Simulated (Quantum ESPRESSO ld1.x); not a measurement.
Q: The mean radii <r> (bohr) of the occupied orbitals of an atom or ion are listed with their occupations. All-electron calculation, scalar-relativistic Kohn-Sham, LDA (Slater exchange, VWN5 correlation), spin-polarised, spherical densities, point nucleus. Program: ld1.x of Quantum ESPRESSO 7.5.

orbital  occ.      <r>
1s down     1  0.01835
1s up       1  0.01835
2s up       1  0.07761
2s down     1  0.07761
2p up       3  0.06946
2p down     3  0.06946
3s up       1   0.2012
3s down     1   0.2012
3p up       3   0.2014
3p down     3   0.2014
3d up       5   0.1824
3d down     5   0.1824
4s up       1   0.4498
4s down     1   0.4498
4p up       3   0.4783
4p down     3   0.4783
4d up       5   0.5116
4d down     5   0.5115
5s up       1    1.053
5s down     1    1.051
5p up       3    1.208
5p down     3    1.205
4f up       7   0.6030
4f down     7   0.6016
5d up       1    1.584

Name the element and its charge. Open shells, if any, are filled with parallel spins first.

A: Z = 74, tungsten, charge +5: W5+ in [Xe] 4f14 5d1. The 1s radius gives Z: for a bare nucleus <r> = (2 gamma + 1)/(2Z) with gamma = sqrt(1 - (Z/c)^2), 0.01813 bohr for Z = 74, and screening makes it slightly larger (0.01835 here). The occupations add up to 69, and the charge is Z minus that.
